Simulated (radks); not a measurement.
Values are calculated unless marked as measured or tabulated.
Species: Tc II. Configuration: [Kr] 4d5 5s1 (the NIST ground configuration).

Code: a radial shooting solver on a logarithmic mesh with Libxc functionals. Model: Dirac Kohn-Sham, PBEsol, spin-unpolarised, spherical densities, point nucleus; open shells fill j = l - 1/2 first.

Energy parts (hartree):
total: -4283.74152
kinetic: 4449.52124
electron-nucleus: -10342.84574
Hartree: 1735.58428
exchange-correlation: -126.00130

Orbitals (lengths in bohr, moments of r in powers of bohr; r(max) is where P^2 peaks; r(90%) holds 90 % of the orbital's charge):
[
 {"orbital": "1s1/2", "occ.": "2", "eigenvalue (hartree)": "-766.3310", "r(max)": "0.02229", "<1/r>": "44.69", "r(90%)": "0.0615"},
 {"orbital": "2s1/2", "occ.": "2", "eigenvalue (hartree)": "-109.5488", "r(max)": "0.1263", "<1/r>": "10.20", "r(90%)": "0.231"},
 {"orbital": "2p1/2", "occ.": "2", "eigenvalue (hartree)": "-101.0556", "r(max)": "0.09816", "<1/r>": "10.18", "r(90%)": "0.208"},
 {"orbital": "2p3/2", "occ.": "4", "eigenvalue (hartree)": "-96.71396", "r(max)": "0.1021", "<1/r>": "9.665", "r(90%)": "0.214"},
 {"orbital": "3s1/2", "occ.": "2", "eigenvalue (hartree)": "-19.29764", "r(max)": "0.3727", "<1/r>": "3.505", "r(90%)": "0.614"},
 {"orbital": "3p1/2", "occ.": "2", "eigenvalue (hartree)": "-16.03435", "r(max)": "0.3596", "<1/r>": "3.406", "r(90%)": "0.619"},
 {"orbital": "3p3/2", "occ.": "4", "eigenvalue (hartree)": "-15.30812", "r(max)": "0.3690", "<1/r>": "3.283", "r(90%)": "0.634"},
 {"orbital": "3d3/2", "occ.": "4", "eigenvalue (hartree)": "-9.53038", "r(max)": "0.3097", "<1/r>": "3.101", "r(90%)": "0.634"},
 {"orbital": "3d5/2", "occ.": "6", "eigenvalue (hartree)": "-9.39073", "r(max)": "0.3124", "<1/r>": "3.069", "r(90%)": "0.639"},
 {"orbital": "4s1/2", "occ.": "2", "eigenvalue (hartree)": "-2.96692", "r(max)": "0.9491", "<1/r>": "1.298", "r(90%)": "1.54"},
 {"orbital": "4p1/2", "occ.": "2", "eigenvalue (hartree)": "-2.01336", "r(max)": "1.006", "<1/r>": "1.176", "r(90%)": "1.71"},
 {"orbital": "4p3/2", "occ.": "4", "eigenvalue (hartree)": "-1.90471", "r(max)": "1.031", "<1/r>": "1.140", "r(90%)": "1.75"},
 {"orbital": "4d3/2", "occ.": "4", "eigenvalue (hartree)": "-0.52248", "r(max)": "1.264", "<1/r>": "0.8084", "r(90%)": "2.66"},
 {"orbital": "4d5/2", "occ.": "1", "eigenvalue (hartree)": "-0.51164", "r(max)": "1.276", "<1/r>": "0.7990", "r(90%)": "2.69"},
 {"orbital": "5s1/2", "occ.": "1", "eigenvalue (hartree)": "-0.41917", "r(max)": "2.616", "<1/r>": "0.4248", "r(90%)": "4.43"}
]

The highest occupied level is 5s1/2 at -11.406 eV. For comparison, the ionisation energy in NIST's Atomic Spectra Database is 15.260 eV (semi-empirical). In exact Kohn-Sham theory the highest level is minus the ionisation energy, but local and semilocal functionals leave it too shallow, through self-interaction and a potential that decays too fast; potentials with the right tail come closer. The density falls to 0.001 e/bohr^3 at r = 4.21 bohr.

Beside tabulated values, note that spin-unpolarised runs miss the spin-polarisation part of the exchange energy of open shells.
